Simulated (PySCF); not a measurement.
C2H8GeO, SMILES [OH][GeH2][CH2]C. Coordinates come from a PBE0-D3(BJ)/def2-SVP optimisation. This is a generated structure with no PubChem entry under its InChIKey; it may be hypothetical. The values are those of a single conformer.

Computed equilibrium geometry at PBE0-D3(BJ)/def2-SVP (PySCF confirms it by a frequency run) as a Z-matrix (one conformer of several):
```
C
H 1 1.1024
H 1 1.1032 2 106.48
C 1 1.5235 2 110.84 3 121.26
H 4 1.1014 1 111.91 2 -57.51
H 4 1.1016 5 107.34 1 -121.98
H 4 1.1023 5 107.22 6 -115.20
Ge 1 1.9544 2 107.07 3 -115.39
O 8 1.7901 1 109.11 2 -67.09
H 9 0.9620 8 112.47 1 -84.39
H 8 1.5373 9 104.77 10 155.23
H 8 1.5489 11 111.10 9 117.34
```
Charge 0, spin multiplicity 1.
